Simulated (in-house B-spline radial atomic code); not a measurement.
A run on an ion of nuclear charge 58 with 58.8 electrons that did not converge. Method: scalar-relativistic (X2C) OLYP, spin-polarised, spherical fractional occupations, Fermi nucleus of rms radius 4.8771 fm; computed with an all-electron radial atomic-structure program (B-spline basis).

Command:
```bash
python run_scf.py task.json out
```
Settings (nuclear radius in fm, mass in u):
```
Z                58
configuration    [Xe] 4f1.8 5d1 6s2
hamiltonian      x2c
method           optx,lyp
spin_polarised   True
nucleus          fermi
rms_radius       4.8771
atomic_mass      139.90545
speed_of_light   137.035999084
```

First and last ten iterations of the last attempt (damped for 15 steps, keeping 80 % of the old Fock matrix, then DIIS):
```
 iter        energy (Eh)    residual
    1       -8854.735184    4.65e-01
    2       -8854.252195    4.62e-01
    3       -8858.669328    2.89e-01
    4       -8860.828902    1.73e-01
    5       -8861.826706    9.90e-02
    6       -8862.261745    5.66e-02
    7       -8862.440879    3.38e-02
    8       -8862.510715    1.94e-02
    9       -8862.536622    1.15e-02
   10       -8861.006252    8.70e-02
  111       -8860.994027    8.81e-02
  112       -8860.994389    8.81e-02
  113       -8860.989398    8.81e-02
  114       -8860.967627    8.91e-02
  115       -8862.535658    1.03e-02
  116       -8862.536487    1.02e-02
  117       -8862.536933    9.81e-03
  118       -8861.018431    8.67e-02
  119       -8861.023373    8.64e-02
  120       -8861.024342    8.65e-02
 not converged after 120 iterations
```

The smallest residual met was 7.9e-03; the threshold is about 6e-07. No energy from this run should be used. The likely cause: this method binds the added charge weakly or not at all at the basis-set limit, so charge moves back and forth between the atom and the box. Cost of the run: 2.4 s on 1 thread of Arm Neoverse V2, with other jobs on the host.
